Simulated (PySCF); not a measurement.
A calculated (LDA, PySCF 2.14, cc-pVDZ-X2C, scalar relativity by spin-free X2C-1e) atom or ion has these occupied shells.

```csv
shell,electrons,orbital energy (eV),"rms radius, mean of both spins (bohr)"
1s,2,-3950.6,0.0889
2s,2,-428.71,0.396
2p,6,-350.24,0.364
3s,2,-62.310,1.24
3p,6,-43.319,1.37
```

Problem. Name the element and its charge.

Solution. Ca²⁺ (calcium, charge +2), in [Ar], closed-shell 1S.
